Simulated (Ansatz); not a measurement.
Computed against measured: atomisation enthalpy at 298 K

10 molecules holding an element past argon; the atomisation enthalpy at 298 K in kJ/mol, computed less measured. Shapes, held fixed at every level: PBE0-D4/def2-TZVP. Thermal terms are harmonic and unscaled (PBE0-D4/def2-TZVP); the spin-orbit lowering of the free atoms is taken from their spectra. Programs: Ansatz 0.2.0. Measured values: Active Thermochemical Tables, CRC Handbook of Chemistry and Physics, NIST-JANAF tables.

Levels: A = HF/3-21G; B = BHLYP-D4/def2-TZVPP; C = wB97M-V/def2-TZVPP; D = CCSD(T)/def2-SVP.

| molecule | from tabulated heats | A | B | C | D |
| --- | --- | --- | --- | --- | --- |
| HBr (hydrogen bromide) | 366 | -172 | -19 | -7 | -26 |
| H2Te (SMILES [TeH2]) | 533 | -250 | +1 | +10 | -34 |
| HOI (hypoiodous acid) | 635 | -469 | -86 | -21 | -116 |
| AsH3 (arsine) | 890 | -397 | -17 | -9 | -83 |
| BBr2F (dibromofluoroborane) | 1388 | -495 | -78 | -9 | -75 |
| BBrF2 (SMILES FB(F)Br) | 1661 | -523 | -86 | 0 | -73 |
| CH2Br2 (dibromomethane) | 1373 | -524 | -68 | -13 | -107 |
| CH2BrCl (bromochloromethane) | 1431 | -571 | -68 | -3 | -111 |
| CH2BrF (bromofluoromethane) | 1556 | -608 | -80 | -5 | -105 |
| CH3I (methyl iodide) | 1463 | -453 | -47 | -13 | -93 |

**Question.** Sum up the errors.

**Answer.** 
```json
{"level": "HF/3-21G", "kind": "Hartree–Fock", "mean error": "-446.2", "mean absolute error": "446.2", "worst case": "CH2BrF"}
{"level": "BHLYP-D4/def2-TZVPP", "kind": "global hybrid", "mean error": "-54.8", "mean absolute error": "55.0", "worst case": "HOI"}
{"level": "wB97M-V/def2-TZVPP", "kind": "range-separated hybrid", "mean error": "-7.0", "mean absolute error": "9.0", "worst case": "HOI"}
{"level": "CCSD(T)/def2-SVP", "kind": "coupled cluster or CI", "mean error": "-82.3", "mean absolute error": "82.3", "worst case": "HOI"}
```

On this set wB97M-V/def2-TZVPP has the smallest mean absolute error and HF/3-21G the largest. HF/3-21G is too low in 10 of 10; BHLYP-D4/def2-TZVPP is too low in 9 of 10; wB97M-V/def2-TZVPP is too low in 8 of 10; CCSD(T)/def2-SVP is too low in 10 of 10. The heats of H2Te come from older tables and can be uncertain by 10 kJ/mol or more. The molecules' own spin-orbit binding is left out, so errors for heavy halides read too negative. The tabulated values of BBr2F, BBrF2 are in doubt (older tables, estimates, or at odds with other calculations) and kept here. Over the 8 molecules whose values aren't doubted the mean absolute errors are A 430.5; B 48.2; C 10.1; D 84.4. Hartree–Fock lacks correlation and underbinds. Rows in very small basis sets show the basis more than the method. Correlated wave functions converge slowly with the basis. For atoms past krypton def2 sets carry core potentials with scalar relativity. All-electron rows are non-relativistic unless named. Relativity is left out for As, Br. Outer-core shells of As, Br, I, Te are correlated, in sets that cover them unevenly. The set is small.
